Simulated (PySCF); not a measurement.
## diphenyl ether (C12H10O): Computed beside measured shifts

System: diphenyl ether (C12H10O), SMILES c1ccc(Oc2ccccc2)cc1.

Atom-mapped SMILES (hydrogens are numbered by the atom that bears them): [cH:1]1[cH:2][cH:3][c:4]([O:5][c:6]2[cH:7][cH:8][cH:9][cH:10][cH:11]2)[cH:12][cH:13]1

Computed with GIAO PBE0/pcSseg-2, gas phase, PySCF SCF with an in-house response code, fitting set def2-universal-JFIT up to Ne and JKFIT beyond, grid level 2, non-relativistic, on the PBE0-D3(BJ)/def2-SVP geometry.

One optimised conformer. Values are averaged over the atoms that symmetry or fast rotation interchanges, on this one geometry and without vibrational averaging. Shifts are the reference shielding less the shielding here, at the same level (13C, 1H against isolated TMS; 17O against isolated H2O); nuclei without a reference have shieldings only.

Question: What shifts does this level give for H on 3/7/11/12, H on 2/8/10/13, H on 1/9, and how do they compare with measurement?

Answer: 
```csv
atom,nucleus,computed / ppm,measured / ppm,computed less measured,measured against,medium of the measurement
H on 3/7/11/12,1H,7.29,6.925,0.37,TMS,CCl4
H on 2/8/10/13,1H,7.57,7.218,0.35,TMS,CCl4
H on 1/9,1H,7.28,6.977,0.30,TMS,CCl4
```

Measured values: Shapiro, Mohrmann, J. Phys. Chem. Ref. Data 1977, 6, 919.
